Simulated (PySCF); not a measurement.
Computed XPS line lists of a few unrelated compounds.

Computed with PySCF, delta-SCF UKS SCAN, pcX-2 on the ionised atom, pcseg-1 elsewhere, spin-free X2C. Geometries: PBE0-D3(BJ)/def2-SVP; isolated species, one conformer each.

Line lists (1s up to Mg, 2p3/2 beyond, nothing for Br; areas count atoms within a level, one atom standing for each set equivalent by bonding):
1. N 1s: 404.65 eV; Si 2p3/2: 106.29 (area 1), 106.62 (area 1) eV; P 2p3/2: 136.12 eV
2. C 1s: 291.33 (area 1), 292.36 (area 1), 293.64 (area 1) eV; F 1s: 692.25 eV
3. C 1s: 291.47 (area 1), 292.52 (area 1), 294.07 (area 1) eV; N 1s: 404.93 eV; O 1s: 538.76 eV
4. C 1s: 290.78 (area 1), 290.99 (area 1), 291.38 (area 1), 292.00 (area 1), 293.22 (area 1) eV; O 1s: 537.48 eV

Structures:
A. `F[C@@H]1C=C1Br`
B. `N[SiH2][SiH2]P`
C. `C#C/C=C\C=O`
D. `[H]/N=C(/C)C=O`

**Question.** Match each list to its structure.

**Answer.** 
- 1 = B: no other candidate has this set of levels. N 1s: 404.65 silicon-bound nitrogen; Si 2p3/2: 106.29 SiH2 silicon, 106.62 SiH2 silicon; P 2p3/2: 136.12 three-coordinate phosphorus.
- 2 = A: no other candidate has this set of levels. C 1s: 291.33 alkene CH carbon, 292.36 fully substituted alkene carbon, 293.64 sp3 C–F carbon; F 1s: 692.25 alkyl fluorine.
- 3 = D: no other candidate has this set of levels. C 1s: 291.47 methyl carbon, 292.52 imine carbon, 294.07 aldehyde carbon; N 1s: 404.93 imine nitrogen; O 1s: 538.76 aldehyde oxygen.
- 4 = C: no other candidate has this set of levels. C 1s: 290.78 terminal alkyne carbon, 290.99 alkene CH carbon, 291.38 alkyne carbon, 292.00 alkene CH carbon, 293.22 aldehyde carbon; O 1s: 537.48 aldehyde oxygen.

2p3/2 and 2p1/2 are the ΔSCF energy of one spin-free 2p hole plus the eigenvalues of a spin–orbit and ligand-field matrix of the shell. 5 of these hole states are spin-contaminated (⟨S²⟩ up to 0.94, against 0.75; counted from 0.85) and less certain.
